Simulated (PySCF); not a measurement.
ClGeO, multiplicity 2. Atoms are numbered in the order given.

```xyz
3

Ge     0.3425    -0.4733     0.0000
O     -0.8926    -1.6076     0.0000
Cl    -0.2246     1.6475     0.0000
```
Charge 0, spin multiplicity 2.

Coordinates come from a B3LYP-D3(BJ)/def2-TZVP optimisation.

Level of theory: B3LYP/def2-TZVPD in PySCF.

Mulliken values depend strongly on the basis, most of all with diffuse functions as here. ESP charges are fitted to the potential on shells at 1.4 to 2.0 van der Waals radii. Atomic charges (e):

```tsv
atom	meta-Löwdin	Mulliken	ESP fit	Mulliken spin
Ge1	0.81	0.65	0.48	0.32
O2	-0.57	-0.36	-0.37	0.52
Cl3	-0.25	-0.29	-0.12	0.16
```
